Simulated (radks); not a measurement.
The numbers below are computed, except where a source is named.
Ce, 58 electrons, occupied as [Xe] 4f1 5d1 6s2. Level of theory: scalar-relativistic Kohn-Sham, exchange-only LDA, spin-polarised, spherical densities, finite nucleus; open shells are filled with parallel spins first (spin-orbit coupling, left out, can overturn this in heavy ions); Fermi nuclear charge, rms radius 4.8771 fm (a radial shooting solver on a logarithmic mesh with Libxc functionals).

Normalised radial functions P(r) = r R(r), r in bohr:

r,5s down,5d down
0.004776,0.1124,0.0001
0.00556,0.1222,0.0001
0.006524,0.1320,0.0002
0.007595,0.1402,0.0003
0.008842,0.1466,0.0005
0.01038,0.1504,0.0008
0.01208,0.1501,0.0012
0.01406,0.1448,0.0018
0.0165,0.1322,0.0028
0.01921,0.1125,0.0041
0.02237,0.0839,0.0061
0.02625,0.0439,0.0091
0.03056,-0.0032,0.0131
0.03557,-0.0573,0.0187
0.04174,-0.1179,0.0268
0.0486,-0.1727,0.0371
0.05657,-0.2169,0.0503
0.06639,-0.2414,0.0678
0.07729,-0.2337,0.0875
0.08998,-0.1882,0.1095
0.1056,-0.0975,0.1333
0.1229,0.0221,0.1535
0.1442,0.1631,0.1675
0.1679,0.2814,0.1687
0.1955,0.3495,0.1528
0.2294,0.3333,0.1135
0.2671,0.2195,0.0538
0.3109,0.0228,-0.0238
0.3649,-0.2249,-0.1144
0.4248,-0.4273,-0.1936
0.4945,-0.5242,-0.2483
0.5803,-0.4584,-0.2621
0.6756,-0.2334,-0.2238
0.7865,0.1013,-0.1355
0.9229,0.4809,0.0004
1.074,0.7751,0.1520
1.251,0.9399,0.3040
1.468,0.9513,0.4425
1.709,0.8328,0.5375
1.989,0.6419,0.5887
2.334,0.4267,0.5956
2.718,0.2542,0.5650
3.189,0.1276,0.5057
3.713,0.0572,0.4349
4.322,0.0219,0.3583
5.072,0.0065,0.2782
5.905,0.0017,0.2075
6.874,0.0003,0.1458
8.067,0.0000,0.0933
9.391,0.0000,0.0564
10.93,0.0000,0.0311
12.83,0.0000,0.0150
14.94,0.0000,0.0067

5s down: eigenvalue -39.000 eV, 4 radial nodes at r = 0.0303, 0.120, 0.316, 0.753 bohr, <r> = 1.52 bohr, 90 % of the charge inside 2.18 bohr. 5d down (empty): eigenvalue -1.753 eV, 2 radial nodes at r = 0.298, 0.923 bohr, <r> = 3.15 bohr, 90 % of the charge inside 5.17 bohr.
